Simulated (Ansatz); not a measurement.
Total energies of `O=C[Se][Zn][Cl]`.

Z-matrix (Å, degrees):
```
C
Se 1 1.869
Zn 1 2.573 2 62.7
O 1 1.229 2 120.9 3 -0.0
H 1 1.099 2 118.6 3 180.0
Cl 3 2.111 1 154.3 2 -180.0
```

Total charge 0; spin multiplicity 1. For Zn the d shell is correlated and the shells below it are frozen. Correlated methods include outer-core shells of Se, which these sets cover unevenly. Scalar relativity is left out up to krypton. All single points use the PBE0-D4/def2-TZVP geometry. It is one conformer, not always the lowest. Basis def2-TZVPP, the Gaussian-basis code of Ansatz.

RPA on PBE orbitals: Hartree–Fock energy of these orbitals -4750.51808 Eh, correlation -1.91316 Eh (frozen core).

```json
{"functional": "r2SCANh", "kind": "meta-GGA hybrid, 10 %", "energy without D4 (Eh)": "-4755.09880", "D4 term (kJ/mol)": "-4.5"}
{"functional": "PBE-QIDH", "kind": "double hybrid", "energy without D4 (Eh)": "-4753.76347", "D4 term (kJ/mol)": "–"}
```

Give the same for LDA (SPW92), PBE, revPBE, BLYP, r2SCAN, B97M-V, PBE0, B3LYP, r2SCAN0, HSE06 (plane-wave form), BHLYP, CAM-B3LYP, LC-ωPBE, ωB97X-V, ωB97M-V, B2PLYP. (An estimate is asked.)

The calculation gave: 
```tsv
functional	kind	energy without D4 (Eh)	D4 term (kJ/mol)
LDA (SPW92)	LDA	-4746.56454	–
PBE	GGA	-4754.29986	-17.7
revPBE	GGA	-4754.79932	-46.7
BLYP	GGA	-4755.33405	-38.2
r2SCAN	meta-GGA	-4755.12741	-4.1
B97M-V	meta-GGA with VV10	-4754.29961	–
PBE0	global hybrid, 25 % exact exchange	-4754.42783	-15.1
B3LYP	global hybrid, 20 %	-4755.33289	-29.1
r2SCAN0	meta-GGA hybrid, 25 %	-4755.05842	-5.0
HSE06 (plane-wave form)	screened hybrid	-4754.41684	-14.3
BHLYP	global hybrid, 50 %	-4755.11853	-25.4
CAM-B3LYP	range-separated hybrid	-4755.43867	-15.8
LC-ωPBE	long-range corrected hybrid	-4754.47069	–
ωB97X-V	range-separated hybrid GGA with VV10	-4754.73910	–
ωB97M-V	range-separated hybrid meta-GGA with VV10	-4754.95267	–
B2PLYP	double hybrid	-4754.37008	–
```

B3LYP takes the VWN-RPA correlation (the form of Gaussian; ORCA's B3LYP/G). HSE06 is the plane-wave form, built on full-range PBE exchange. The double hybrids freeze the cores in their second-order part.

LC-ωPBE has ω = 0.4 bohr⁻¹.
